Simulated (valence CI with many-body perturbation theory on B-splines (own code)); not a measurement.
Yb L: E2, M1 decay

Computed by configuration interaction combined with many-body perturbation theory (CI+MBPT): three valence electrons over a frozen Dirac-Fock core [Ar], radial functions for each j: 9 s, 9 p, 10 d, 8 f, 5 g, 3 h, 1 i, with the one-electron correlation potential Σ1, the two-electron term Σ2, the three-electron term Σ3, Breit, model QED; selected CI, second order for the rest (own B-spline code, finite nucleus).

No measured spectrum was set against this ion. As an estimate, large intervals hold to a few tenths of a per cent, small ones and those within an open d or f shell to about a per cent. Only levels of the ground parity were solved; by the run's estimate the other parity begins above the list, which can be wrong where configurations are misplaced.

Lines 1 to 50 of 54 in falling wavelength, among levels below 1596900 cm⁻¹, chosen from the decays that carry over 1 % of a level's rate. Wavelengths and rates use the calculated energies. Electric multipoles are in the length gauge, E1 and E2 with the static RPA response of the core. Weak lines are less certain than strong ones. Lines between different terms over intervals too small for the method are left out, as are lines whose strength nearly cancels. The highest levels of a list are the least certain. Branching is blank where the lifetime is uncertain.

Levels are named by their leading jj configuration (3d3/2^4 stands for four electrons in 3d with j = 3/2), which in mixed levels can hold well under half, so a name can repeat and another be missing. Letters in brackets count levels of one name in rising energy.

```csv
λ vac (Å),Upper,Lower,Type,A (s⁻¹),Branch %
55230,(3d3/2^2 3d5/2) J=9/2,(3d3/2^2 3d5/2) J=7/2,M1,4.22e-02,
1337,(3d3/2^2 3d5/2) J=7/2,(3d3/2^2 3d5/2) J=5/2 [a],M1,5.48e+03,97.5
1305,(3d3/2^2 3d5/2) J=9/2,(3d3/2^2 3d5/2) J=5/2 [a],E2,5.11e-04,
563.1,(3d3/2 3d5/2^2) J=7/2 [b],(3d3/2 3d5/2^2) J=7/2 [a],M1,1.26e+04,1.5
544.5,(3d3/2^2 3d5/2) J=5/2 [b],(3d3/2^2 3d5/2) J=7/2,M1,6.86e+03,3.7
476.9,(3d3/2^2 3d5/2) J=5/2 [b],(3d3/2^2 3d5/2) J=3/2,M1,3.09e+04,16.9
438.5,(3d3/2 3d5/2^2) J=3/2 [b],(3d3/2 3d5/2^2) J=1/2,M1,2.76e+04,1.6
400.2,(3d3/2 3d5/2^2) J=3/2 [b],(3d3/2 3d5/2^2) J=3/2 [a],M1,4.42e+04,2.5
386.9,(3d3/2^2 3d5/2) J=5/2 [b],(3d3/2^2 3d5/2) J=5/2 [a],M1,9.91e+03,5.4
362.0,(3d3/2 3d5/2^2) J=3/2 [a],(3d3/2^2 3d5/2) J=5/2 [b],M1,4.61e+04,1.4
357.7,(3d5/2^3) J=3/2,(3d3/2 3d5/2^2) J=3/2 [b],M1,8.31e+04,2.4
318.7,(3d3/2 3d5/2^2) J=5/2 [a],(3d3/2^2 3d5/2) J=5/2 [b],M1,2.66e+05,15.7
281.2,(3d5/2^3) J=5/2,(3d3/2 3d5/2^2) J=3/2 [b],M1,1.75e+05,4.0
267.4,(3d3/2 3d5/2^2) J=5/2 [b],(3d3/2^2 3d5/2) J=5/2 [b],M1,5.01e+05,46.2
262.1,(3d3/2 3d5/2^2) J=7/2 [b],(3d3/2^2 3d5/2) J=5/2 [b],M1,1.05e+05,12.2
258.1,(3d3/2 3d5/2^2) J=7/2 [a],(3d3/2^2 3d5/2) J=7/2,M1,5.34e+05,19.4
257.9,(3d5/2^3) J=9/2,(3d3/2 3d5/2^2) J=11/2,M1,1.15e+05,3.5
253.0,(3d3/2^2 3d5/2) J=5/2 [a],(3d3/2^3) J=3/2,M1,1.49e+06,100.0
238.6,(3d3/2 3d5/2^2) J=9/2,(3d3/2^2 3d5/2) J=9/2,M1,1.02e+06,63.4
237.6,(3d3/2 3d5/2^2) J=9/2,(3d3/2^2 3d5/2) J=7/2,M1,5.89e+05,36.5
231.6,(3d5/2^3) J=3/2,(3d3/2 3d5/2^2) J=5/2 [b],M1,7.64e+04,2.2
225.2,(3d3/2^2 3d5/2) J=3/2,(3d3/2^3) J=3/2,M1,1.22e+06,99.9
224.1,(3d3/2 3d5/2^2) J=3/2 [a],(3d3/2^2 3d5/2) J=1/2,M1,3.47e+05,10.3
217.1,(3d5/2^3) J=9/2,(3d3/2 3d5/2^2) J=9/2,M1,1.33e+06,40.2
216.3,(3d3/2 3d5/2^2) J=7/2 [a],(3d3/2^2 3d5/2) J=5/2 [a],M1,2.22e+06,80.5
213.6,(3d3/2 3d5/2^2) J=1/2,(3d3/2^2 3d5/2) J=1/2,M1,2.01e+06,93.9
212.7,(3d3/2^2 3d5/2) J=7/2,(3d3/2^3) J=3/2,E2,1.39e+02,2.5
206.8,(3d3/2^2 3d5/2) J=1/2,(3d3/2^3) J=3/2,M1,4.56e+05,99.6
205.8,(3d3/2 3d5/2^2) J=3/2 [a],(3d3/2^2 3d5/2) J=3/2,M1,2.01e+06,59.9
203.3,(3d3/2 3d5/2^2) J=11/2,(3d3/2^2 3d5/2) J=9/2,M1,6.50e+05,99.7
203.3,(3d5/2^3) J=3/2,(3d3/2 3d5/2^2) J=5/2 [a],M1,1.19e+06,34.4
202.5,(3d5/2^3) J=9/2,(3d3/2 3d5/2^2) J=7/2 [a],M1,1.84e+06,55.7
201.0,(3d3/2 3d5/2^2) J=5/2 [a],(3d3/2^2 3d5/2) J=7/2,M1,1.01e+05,5.9
199.9,(3d5/2^3) J=5/2,(3d3/2 3d5/2^2) J=7/2 [b],M1,4.43e+05,10.2
197.0,(3d5/2^3) J=3/2,(3d3/2 3d5/2^2) J=1/2,M1,8.25e+05,23.8
196.9,(3d5/2^3) J=5/2,(3d3/2 3d5/2^2) J=5/2 [b],M1,7.79e+05,17.8
196.9,(3d3/2 3d5/2^2) J=1/2,(3d3/2^2 3d5/2) J=3/2,M1,1.20e+05,5.6
191.0,(3d3/2 3d5/2^2) J=5/2 [a],(3d3/2^2 3d5/2) J=3/2,M1,1.12e+06,66.1
190.1,(3d3/2 3d5/2^2) J=3/2 [b],(3d3/2^2 3d5/2) J=5/2 [b],M1,1.13e+06,63.8
188.9,(3d5/2^3) J=3/2,(3d3/2 3d5/2^2) J=3/2 [a],M1,1.28e+06,36.8
187.0,(3d3/2 3d5/2^2) J=3/2 [a],(3d3/2^2 3d5/2) J=5/2 [a],M1,9.34e+05,27.9
179.3,(3d3/2 3d5/2^2) J=5/2 [b],(3d3/2^2 3d5/2) J=7/2,M1,5.23e+05,48.2
177.5,(3d3/2 3d5/2^2) J=7/2 [b],(3d3/2^2 3d5/2) J=9/2,M1,3.19e+05,36.9
177.0,(3d3/2 3d5/2^2) J=7/2 [b],(3d3/2^2 3d5/2) J=7/2,M1,3.42e+05,39.6
176.1,(3d5/2^3) J=5/2,(3d3/2 3d5/2^2) J=5/2 [a],M1,9.75e+05,22.3
174.7,(3d3/2 3d5/2^2) J=5/2 [a],(3d3/2^2 3d5/2) J=5/2 [a],M1,1.95e+05,11.5
165.1,(3d5/2^3) J=5/2,(3d3/2 3d5/2^2) J=3/2 [a],M1,1.28e+06,29.3
158.1,(3d3/2 3d5/2^2) J=5/2 [b],(3d3/2^2 3d5/2) J=5/2 [a],M1,3.80e+04,3.5
156.3,(3d3/2 3d5/2^2) J=7/2 [b],(3d3/2^2 3d5/2) J=5/2 [a],M1,8.06e+04,9.3
153.0,(3d3/2^2 3d5/2) J=5/2 [b],(3d3/2^3) J=3/2,M1,1.35e+05,73.8
```
